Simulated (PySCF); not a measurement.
# What a mistake does to a calculation on AlC2H7N

Calculated results; nothing here was measured. The program is PySCF 2.14.0, an open-source quantum chemistry code, run on an isolated molecule that a program drew, which may never have been made. The molecule is AlC2H7N (charge 0, doublet), drawn as the SMILES string `C[C](N)[AlH2]`.

Each row is a Hartree-Fock (HF) and frozen-core CCSD(T) single point in the cc-pV(D+d)Z basis, meant for a local HF minimum. Run 1 is clean. Each other run has one planted mistake out of seven kinds, and not every kind appears here: one electron removed, one electron added, multiplicity raised by two, geometry at a saddle point, minimal basis STO-3G, one bond length entered in bohr, all coordinates scaled. The reference is restricted for singlets and unrestricted otherwise, and also for a bond in bohr. Adding or removing an electron swaps singlet and doublet. Electrons count all cores. HOMO and LUMO are orbital energies over both spins, the gradient is its largest component, and the lowest frequency (negative if imaginary) is given only where the gradient is small. Bond lengths are over the 10 bonds as drawn. T1 is the CCSD diagnostic: over 0.02 (restricted) or 0.045 (unrestricted) a single reference is doubtful.

Geometry of the clean run:
```xyz
11
AlC2H7N, angstrom
C    -2.5317   -1.1827   -0.0709
C    -1.9352   -0.8512   -1.4168
N    -0.8858    0.0533   -1.3289
Al   -2.6109   -1.5037   -3.0896
H    -1.7876   -1.6505    0.5869
H    -2.8826   -0.2744    0.4323
H    -3.3753   -1.8682   -0.1549
H    -0.3552    0.0527   -0.4773
H    -0.2982    0.1441   -2.1336
H    -1.8623   -1.0937   -4.4268
H    -3.8815   -2.4463   -3.0996
```

| run | electrons | basis functions | <S^2> | HOMO (eV) | LUMO (eV) | gradient (hartree/bohr) | lowest frequency (cm^-1) | mean bond (Å) | longest bond (Å) | T1 | HF (hartree) | CCSD(T) (hartree) | mistake |
|---|---|---|---|---|---|---|---|---|---|---|---|---|---|
| 1 | 39 | 100 | 0.759 | -7.24 | 1.40 | 1.9e-05 | 177 | 1.3272 | 1.918 | 0.0204 | -376.14422 | -376.72022 | no fault |
| 2 | 39 | 100 | 3.772 | -4.30 | -2.27 | 1.2e-01 | - | 1.3272 | 1.918 | 0.0325 | -375.93588 | -376.50053 | multiplicity raised by two |
| 3 | 40 | 100 | 0.000 | 0.21 | 7.80 | 3.5e-02 | - | 1.3272 | 1.918 | 0.0126 | -376.09690 | -376.71970 | one electron added |
| 4 | 38 | 100 | 0.000 | -16.18 | -4.98 | 8.7e-02 | - | 1.3272 | 1.918 | 0.0197 | -375.92396 | -376.49151 | one electron removed |
| 5 | 39 | 100 | 1.541 | -7.36 | 1.53 | 1.0e-02 | - | 1.4684 | 2.998 | 0.0520 | -376.04536 | -376.61385 | ? |
| 6 | 39 | 31 | 0.762 | -4.96 | 7.65 | 4.2e-02 | - | 1.3272 | 1.918 | 0.0179 | -371.58088 | -371.80524 | ? |

**Which mistake was planted in run 5, and what did it cost?**

The mean bond changes by a factor of 1.106 and the longest by 1.563, so the molecule wasn't scaled as a whole. A length L in bohr read as angstrom grows by (1/0.5292 - 1) L = 0.890 L. The 10 bonds together grew by 10 x 0.1412 = 1.412 Å, which gives L = 1.587 Å. That is the length of one of the Al-H bonds, 1.586 Å in the clean geometry. So the mistake is: one bond length entered in bohr. Subtracting run 1 and multiplying by 627.51 kcal/mol a hartree, the energy moved by 62.0 kcal/mol in HF and 66.7 kcal/mol in CCSD(T).

**Which mistake was planted in run 6, and what did it cost?**

It has 31 basis functions where the clean run has 100, with the same electrons and geometry. So the mistake is: minimal basis STO-3G. Subtracting run 1 and multiplying by 627.51 kcal/mol a hartree, the energy moved by 2863.5 kcal/mol in HF and 3084.2 kcal/mol in CCSD(T).

Cautions from the logs. Run 3: the HOMO is above zero, so the electron isn't bound and the energy depends on the basis; run 5: T1 is over the limit, so its CCSD(T) energy is less reliable.
